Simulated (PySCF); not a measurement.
Simulation results for GeH₈N₂Si, CH₇GeNSi, GeH₅N₂Si, GeH₅NSi and others

All values are calculated (PySCF 2.14.0). Calculation on a computer-drawn molecule: the log of a Hartree-Fock and frozen-core CCSD(T) single point meant for a local Hartree-Fock minimum, with one planted fault or none, to be diagnosed. Offsets are logged minus clean, where the clean run is the same molecule without the fault. The reference is restricted for singlets and unrestricted otherwise, and also for a bond in bohr or an excited solution. Adding or removing an electron swaps singlet and doublet. The excited solution moves the top pair (singlet) or top alpha electron (doublet) to the lowest empty orbital. Highest occupied and lowest empty are orbital energies over both spins, largest force is the largest gradient component, triples share is (T) over the correlation energy, the T1 limit is 0.02 restricted and 0.045 unrestricted, electrons count all cores, a negative frequency is imaginary (commonest isotopes), and the dipole is about the centre of nuclear charge; on germanium a core potential holds 10 electrons, which the energies leave out, and 3d is frozen in MP2 and coupled-cluster steps.

Common to all runs: meant basis and core potential on germanium cc-pVDZ-PP ECP10MDF; logged SCF converged yes; logged CC converged yes; logged SCF stable within its kind yes; possible faults no fault, one electron removed, one electron added, multiplicity raised by two, geometry at a saddle point, SCF held on an excited solution, minimal basis STO-3G, one bond length entered in bohr, all coordinates scaled.

(1) 
```xyz
12
formula=GeH8N2Si meant_charge=0 meant_multiplicity=1 meant_basis=cc-pV(D+d)Z logged_electrons=68 logged_basis_functions=114 logged_spin_squared=2.0218 logged_highest_occupied=-3.1269 logged_lowest_empty=-0.55676 logged_largest_force=0.087368 logged_T1_diagnostic=0.055721 logged_D1_diagnostic=0.37751 logged_triples_share=0.032796 logged_dipole_magnitude=3.5767 logged_energy_HF=-695.69872 logged_energy_CCSD(T)=-696.32461 planted_fault=multiplicity_raised_by_two HF_energy_offset_from_clean_run=128.2 CCSD(T)_energy_offset_from_clean_run=123.4
N      0.5171    -2.3795     0.6131
Si     0.6278    -0.7485     1.1820
Ge    -1.2734     0.6413     0.6661
N     -1.0222     2.3219     1.4102
H     -0.1878    -2.9783     1.0030
H      0.5873    -2.5441    -0.3746
H      0.7807    -0.7869     2.6566
H      1.8326    -0.1393     0.5748
H     -1.4219     0.8683    -0.8474
H     -2.5861    -0.0282     1.1409
H     -0.9055     2.3055     2.4096
H     -1.7659     2.9692     1.2076
```

Units: logged_highest_occupied, logged_lowest_empty in eV; logged_largest_force in hartree/bohr; logged_dipole_magnitude in debye; logged_energy_HF, logged_energy_CCSD(T) in hartree; HF_energy_offset_from_clean_run, CCSD(T)_energy_offset_from_clean_run in kcal/mol.

Drawn bonds:
```
atom  other atom  order
   1           2      1
   2           3      1
   3           4      1
   1           5      1
   1           6      1
   2           7      1
   2           8      1
   3           9      1
   3          10      1
   4          11      1
   4          12      1
```

Notes: T1 above single-reference limit.

(2) 
```xyz
11
formula=CH7GeNSi meant_charge=0 meant_multiplicity=1 meant_basis=cc-pV(D+d)Z logged_electrons=66 logged_basis_functions=109 logged_spin_squared=0 logged_highest_occupied=-8.0824 logged_lowest_empty=3.3056 logged_largest_force=1.697e-05 logged_lowest_frequency=107.9 logged_T1_diagnostic=0.013203 logged_D1_diagnostic=0.045726 logged_triples_share=0.03017 logged_dipole_magnitude=3.588 logged_energy_HF=-678.67975 logged_energy_CCSD(T)=-679.25424 planted_fault=no_fault HF_energy_offset_from_clean_run=0 CCSD(T)_energy_offset_from_clean_run=0
N     -0.8773    -2.8867    -0.8366
Si     0.4240    -1.8257    -0.7058
C      0.4080    -0.2419    -0.1163
Ge    -1.0970     0.7476     0.5530
H     -0.7881    -3.8146    -1.1983
H     -1.8133    -2.6597    -0.5643
H      1.6298    -2.5074    -1.2008
H      1.3667     0.2709    -0.1194
H     -2.3656    -0.1267     0.4844
H     -1.3722     2.0237    -0.2615
H     -0.9133     1.1795     2.0183
```

Units: logged_highest_occupied, logged_lowest_empty in eV; logged_largest_force in hartree/bohr; logged_lowest_frequency in cm⁻¹; logged_dipole_magnitude in debye; logged_energy_HF, logged_energy_CCSD(T) in hartree; HF_energy_offset_from_clean_run, CCSD(T)_energy_offset_from_clean_run in kcal/mol.

Drawn bonds:
```
atom  other atom  order
   1           2      1
   2           3      2
   3           4      1
   1           5      1
   1           6      1
   2           7      1
   3           8      1
   4           9      1
   4          10      1
   4          11      1
```

(3) 
```xyz
9
formula=GeH5N2Si meant_charge=1 meant_multiplicity=1 meant_basis=cc-pV(D+d)Z logged_electrons=64 logged_basis_functions=99 logged_spin_squared=0 logged_highest_occupied=-15.487 logged_lowest_empty=-3.6681 logged_largest_force=3.77e-05 logged_lowest_frequency=96.403 logged_T1_diagnostic=0.018525 logged_D1_diagnostic=0.06066 logged_triples_share=0.030729 logged_dipole_magnitude=1.3908 logged_energy_HF=-693.91747 logged_energy_CCSD(T)=-694.47074 planted_fault=no_fault HF_energy_offset_from_clean_run=0 CCSD(T)_energy_offset_from_clean_run=0
N      0.4890     2.6474     0.7266
Si     1.3875     1.2708     0.6632
N      0.9386    -0.0585    -0.0850
Ge     0.5795    -1.5221    -0.8377
H     -0.4126     2.7603     0.3000
H      0.7993     3.4729     1.2072
H      2.6569     1.3798     1.3680
H      0.9831    -1.7572    -2.2743
H     -0.1610    -2.6024    -0.0848
```

Units: logged_highest_occupied, logged_lowest_empty in eV; logged_largest_force in hartree/bohr; logged_lowest_frequency in cm⁻¹; logged_dipole_magnitude in debye; logged_energy_HF, logged_energy_CCSD(T) in hartree; HF_energy_offset_from_clean_run, CCSD(T)_energy_offset_from_clean_run in kcal/mol.

Drawn bonds:
```
atom  other atom  order
   1           2      1
   2           3      2
   3           4      1
   1           5      1
   1           6      1
   2           7      1
   4           8      1
   4           9      1
```

(4) 
```xyz
9
formula=GeH5N2Si meant_charge=1 meant_multiplicity=1 meant_basis=cc-pV(D+d)Z logged_electrons=63 logged_basis_functions=99 logged_spin_squared=0.7853 logged_highest_occupied=-21.221 logged_lowest_empty=-11.52 logged_largest_force=0.10481 logged_T1_diagnostic=0.04161 logged_D1_diagnostic=0.24612 logged_triples_share=0.030802 logged_dipole_magnitude=2.3147 logged_energy_HF=-693.42914 logged_energy_CCSD(T)=-693.94346 planted_fault=one_electron_removed HF_energy_offset_from_clean_run=306.4 CCSD(T)_energy_offset_from_clean_run=330.9
N      0.4890     2.6474     0.7266
Si     1.3875     1.2708     0.6632
N      0.9386    -0.0585    -0.0850
Ge     0.5795    -1.5221    -0.8377
H     -0.4126     2.7603     0.3000
H      0.7993     3.4729     1.2072
H      2.6569     1.3798     1.3680
H      0.9831    -1.7572    -2.2743
H     -0.1610    -2.6024    -0.0848
```

Units: logged_highest_occupied, logged_lowest_empty in eV; logged_largest_force in hartree/bohr; logged_dipole_magnitude in debye; logged_energy_HF, logged_energy_CCSD(T) in hartree; HF_energy_offset_from_clean_run, CCSD(T)_energy_offset_from_clean_run in kcal/mol.

Drawn bonds:
```
atom  other atom  order
   1           2      1
   2           3      2
   3           4      1
   1           5      1
   1           6      1
   2           7      1
   4           8      1
   4           9      1
```

(5) 
```xyz
8
formula=GeH5NSi meant_charge=0 meant_multiplicity=1 meant_basis=cc-pV(D+d)Z logged_electrons=58 logged_basis_functions=85 logged_spin_squared=0 logged_highest_occupied=-8.0968 logged_lowest_empty=1.4886 logged_largest_force=1.956e-05 logged_lowest_frequency=65.444 logged_T1_diagnostic=0.016786 logged_D1_diagnostic=0.053906 logged_triples_share=0.028918 logged_dipole_magnitude=2.3783 logged_energy_HF=-639.65899 logged_energy_CCSD(T)=-640.07632 planted_fault=no_fault HF_energy_offset_from_clean_run=0 CCSD(T)_energy_offset_from_clean_run=0
N     -0.1199    -0.5095     1.2494
Si     1.3969     0.2518     1.1168
Ge     1.1790     0.9681    -1.2424
H     -0.4064    -0.9416     2.1091
H     -0.8255    -0.5995     0.5422
H     -0.1556     0.5285    -1.8831
H      2.3116     0.3928    -2.1120
H      1.2606     2.5002    -1.3709
```

Units: logged_highest_occupied, logged_lowest_empty in eV; logged_largest_force in hartree/bohr; logged_lowest_frequency in cm⁻¹; logged_dipole_magnitude in debye; logged_energy_HF, logged_energy_CCSD(T) in hartree; HF_energy_offset_from_clean_run, CCSD(T)_energy_offset_from_clean_run in kcal/mol.

Drawn bonds:
```
atom  other atom  order
   1           2      1
   2           3      1
   1           4      1
   1           5      1
   3           6      1
   3           7      1
   3           8      1
```

(6) 
```xyz
8
formula=GeH5NSi meant_charge=0 meant_multiplicity=1 meant_basis=cc-pV(D+d)Z logged_electrons=57 logged_basis_functions=85 logged_spin_squared=0.7819 logged_highest_occupied=-15.875 logged_lowest_empty=-6.1631 logged_largest_force=0.044705 logged_T1_diagnostic=0.021747 logged_D1_diagnostic=0.070251 logged_triples_share=0.030183 logged_dipole_magnitude=4.7758 logged_energy_HF=-639.39815 logged_energy_CCSD(T)=-639.78901 planted_fault=one_electron_removed HF_energy_offset_from_clean_run=163.7 CCSD(T)_energy_offset_from_clean_run=180.3
N     -0.1199    -0.5095     1.2494
Si     1.3969     0.2518     1.1168
Ge     1.1790     0.9681    -1.2424
H     -0.4064    -0.9416     2.1091
H     -0.8255    -0.5995     0.5422
H     -0.1556     0.5285    -1.8831
H      2.3116     0.3928    -2.1120
H      1.2606     2.5002    -1.3709
```

Units: logged_highest_occupied, logged_lowest_empty in eV; logged_largest_force in hartree/bohr; logged_dipole_magnitude in debye; logged_energy_HF, logged_energy_CCSD(T) in hartree; HF_energy_offset_from_clean_run, CCSD(T)_energy_offset_from_clean_run in kcal/mol.

Drawn bonds:
```
atom  other atom  order
   1           2      1
   2           3      1
   1           4      1
   1           5      1
   3           6      1
   3           7      1
   3           8      1
```

(7) 
```xyz
8
formula=GeH5NSi meant_charge=0 meant_multiplicity=1 meant_basis=cc-pV(D+d)Z logged_electrons=58 logged_basis_functions=85 logged_spin_squared=2.0122 logged_highest_occupied=-6.6414 logged_lowest_empty=0.27552 logged_largest_force=0.032796 logged_T1_diagnostic=0.02019 logged_D1_diagnostic=0.082143 logged_triples_share=0.026626 logged_dipole_magnitude=1.4954 logged_energy_HF=-639.6042 logged_energy_CCSD(T)=-639.99622 planted_fault=multiplicity_raised_by_two HF_energy_offset_from_clean_run=34.38 CCSD(T)_energy_offset_from_clean_run=50.26
N     -0.1199    -0.5095     1.2494
Si     1.3969     0.2518     1.1168
Ge     1.1790     0.9681    -1.2424
H     -0.4064    -0.9416     2.1091
H     -0.8255    -0.5995     0.5422
H     -0.1556     0.5285    -1.8831
H      2.3116     0.3928    -2.1120
H      1.2606     2.5002    -1.3709
```

Units: logged_highest_occupied, logged_lowest_empty in eV; logged_largest_force in hartree/bohr; logged_dipole_magnitude in debye; logged_energy_HF, logged_energy_CCSD(T) in hartree; HF_energy_offset_from_clean_run, CCSD(T)_energy_offset_from_clean_run in kcal/mol.

Drawn bonds:
```
atom  other atom  order
   1           2      1
   2           3      1
   1           4      1
   1           5      1
   3           6      1
   3           7      1
   3           8      1
```

(8) 
```xyz
7
formula=B2GeH3O meant_charge=0 meant_multiplicity=2 meant_basis=cc-pVDZ logged_electrons=53 logged_basis_functions=80 logged_spin_squared=3.7702 logged_highest_occupied=-6.9406 logged_lowest_empty=-3.3566 logged_largest_force=0.10663 logged_T1_diagnostic=0.026014 logged_D1_diagnostic=0.11794 logged_triples_share=0.034233 logged_dipole_magnitude=5.41 logged_energy_HF=-419.19901 logged_energy_CCSD(T)=-419.66142 planted_fault=multiplicity_raised_by_two HF_energy_offset_from_clean_run=106.8 CCSD(T)_energy_offset_from_clean_run=111.7
O     -1.3811     1.6527    -3.5581
B     -1.1924     1.1897    -2.4790
B     -0.8940     0.5357    -0.9515
Ge     0.9592     0.2826    -0.3004
H     -1.7943     0.2146    -0.2365
H      1.3010    -0.3003     1.0647
H      2.2111     0.6402    -1.0904
```

Units: logged_highest_occupied, logged_lowest_empty in eV; logged_largest_force in hartree/bohr; logged_dipole_magnitude in debye; logged_energy_HF, logged_energy_CCSD(T) in hartree; HF_energy_offset_from_clean_run, CCSD(T)_energy_offset_from_clean_run in kcal/mol.

Drawn bonds:
```
atom  other atom  order
   1           2      2
   2           3      1
   3           4      1
   3           5      1
   4           6      1
   4           7      1
```
